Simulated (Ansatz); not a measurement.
Consider the ligand exchange at the Si–S bond: `C[SiH2]S[SiH3]` + `NB(O)F` → `C[SiH2]OB(N)F` + `[SiH3]S`.

Program: Ansatz. Geometries: PBE0-D4/def2-TZVP. ΔE: electronic, gas phase. CBS: MP2 limit from def2 TZ/QZ plus the TZ coupled-cluster correction, frozen cores. Each species was taken in one conformer, which may not be the lowest.

```json
{"level": "SCS-MP2/def2-TZVPP", "ΔE (kJ/mol)": "-42.2"}
{"level": "MP2/def2-QZVPP", "ΔE (kJ/mol)": "-33.6"}
```

Problem. What does CCSD(T)/CBS give? (Estimate.)

Solution. The calculation gave: -37.1 kJ/mol. The listed levels differ from it by -5.1, 3.5 kJ/mol.

Largest T1 diagnostic among the species: 0.011.

In def2-TZVPP, CCSD(T) changes the Hartree–Fock value by +19.1 kJ/mol (the triples alone add +3.9 kJ/mol) and MP2 by +24.4 kJ/mol. The D4 term adds +6.1 kJ/mol with B3LYP and +3.1 kJ/mol with PBE0; it sums over pairs of atoms, weighted by their polarisabilities, and B3LYP, whose exchange is more repulsive, gets the larger term.

B3LYP here is the variant with VWN-RPA as its local correlation; programs differ in this.
